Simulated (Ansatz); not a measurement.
Geometry optimisation, RKS PBE/def2-SVP (Ansatz 0.2.0).

input.yaml

```yaml
crystal:
  periodic: [false, false, false]
  atoms:
    - { symbol: Zr, position_ang: [0.145502, 0.0001, -0.07571] }
    - { symbol: Cl, position_ang: [0.26187, -0.000556, 2.402517] }
    - { symbol: Cl, position_ang: [2.362568, -2.8e-05, -0.769288] }
    - { symbol: Cl, position_ang: [-0.753636, 1.94721, -0.984699] }
    - { symbol: Cl, position_ang: [-0.754146, -1.946644, -0.984927] }
    - { symbol: F, position_ang: [-2.713905, -0.003066, 1.292033] }
    - { symbol: H, position_ang: [-2.288654, 0.002984, 2.122874] }
basis:
  gaussian: { orbitals: def2-SVP }
hamiltonian:
  xc: pbe
relax:
  f_tol: 0.03
  max_steps: 50
output:
  orbitals: {}
```

Command:

```bash
$ ansatz run input.yaml --threads 4 --pin off --max-ram 5120MiB --backend cpu --events-out ev --progress --plain --runs-dir out
```

Task: Where does it end, and by what steps?

Result: The run converged. After 9 steps the energy has fallen by 0.315 eV; F6 moved furthest, 0.47 Å. Joined: Zr1–F6 (3.17 → 2.41 Å).

```tsv
step	energy less start (eV)	largest force component (eV/Å)	accepted
0	0.0000	1.336	yes
1	-0.1319	0.891	yes
2	-0.2540	0.385	yes
3	-0.2401	0.754	no
4	-0.2983	0.178	yes
5	-0.3077	0.147	yes
6	-0.3135	0.110	yes
7	-0.3148	0.132	yes
8	-0.3151	0.031	yes
9	-0.3152	0.001	yes
```

```xyz
7
Properties=species:S:1:pos:R:3
Zr -0.124 0.000 0.030
Cl 0.145 0.000 2.447
Cl 2.142 0.000 -0.527
Cl -0.873 1.961 -1.005
Cl -0.874 -1.961 -1.005
F -2.290 0.000 1.095
H -1.867 0.000 1.967
```

Whether the end is a true minimum wasn't checked by a vibrational analysis.

Run time: 19 s on 4 threads of Arm Neoverse V1, with other jobs on the host, peak memory 0.2 GiB.
